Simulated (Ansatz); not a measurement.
F3NbO (`[O]=[Nb]([F])([F])[F]`). Charge 0, multiplicity 1. Correlated methods include outer-core shells of Nb, which these sets cover unevenly. Nb takes the def2 core potential.

Z-matrix (Å, degrees):
```
Nb
O 1 1.681
F 1 1.856 2 107.8
F 1 1.856 2 107.8 3 -120.0
F 1 1.856 2 107.8 3 120.0
```

Question: Give the diagnostics of a CCSD(T)/def2-TZVPP run (frozen core, Ansatz). (Estimate.)

Answer: Ansatz gave: T1 = 0.0218, largest single amplitude 0.045, largest double 0.042, (T) share of the correlation energy 4.4 %, 12 CCSD cycles. The RHF solution is stable towards an unrestricted one. T1 lies over the customary mark of 0.02 for closed shells; compounds of d metals often pass it without a breakdown.
